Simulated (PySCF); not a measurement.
Compound: C5H12Si.
SMILES with atom numbers: `[CH2:1]=[CH:2][Si:3]([CH3:4])([CH3:5])[CH3:6]` (hydrogens: H7, H8 on C1; H9 on C2; H10, H11, H12 on C4; H13, H14, H15 on C5; H16, H17, H18 on C6)

A GFN2-xTB structure was refined with PBE0-D3(BJ)/def2-TZVP geometry optimisation, gas phase (PySCF 2.14.0). Its GFN2-xTB values:

| coordinate | GFN2-xTB |
| --- | --- |
| C1=C2 | 1.325 Å |
| C1–H7 | 1.079 Å |
| C1–H8 | 1.086 Å |
| C2–Si3 | 1.907 Å |
| C2–H9 | 1.106 Å |
| Si3–C4 | 1.884 Å |
| C4–H10 | 1.123 Å |
| C1–C2–Si3 | 126.0° |
| C2–Si3–C4 | 107.4° |
| C4–Si3–C5 | 110.9° |
| C1–C2–Si3–C4 | -105° |

Problem. How do these coordinates change at the PBE0-D3(BJ)/def2-TZVP level?

Solution. 
```
  coordinate  PBE0-D3(BJ)/def2-TZVP (Å or °)  change
      C2–Si3                           1.869  -0.038
      C4–H10                           1.093  -0.030
       C2–H9                           1.091  -0.015
      Si3–C4                           1.875  -0.009
       C1–H7                           1.087  +0.008
       C1=C2                           1.330  +0.005
       C1–H8                           1.087  +0.001
   C2–Si3–C4                           108.9    +1.5
   C1–C2–Si3                           124.7    -1.3
   C4–Si3–C5                           110.2    -0.7
C1–C2–Si3–C4                            -121     -16
```

The energy falls by 0.101 eV over 10 energy and gradient evaluations, the largest force component goes from 0.0223 to 2.1e-04 Eh/bohr, and the atoms move by 0.168 Å rms after alignment. The bond that changes most is C2–Si3 (alkene CH carbon to four-coordinate silicon), which shortens by 0.038 Å. Bonds longer at the end by more than 0.005 Å: 7 of 17; shorter: 8. Among the dihedrals that turn most is H9–C2–Si3–C6, from -43° to -60°. Rotational constants go from 3006, 1930, 1892 to 3118, 1971, 1945 MHz.

The run used 264 basis functions and 68 SCF cycles in all.

Stationary, but not proved a minimum.
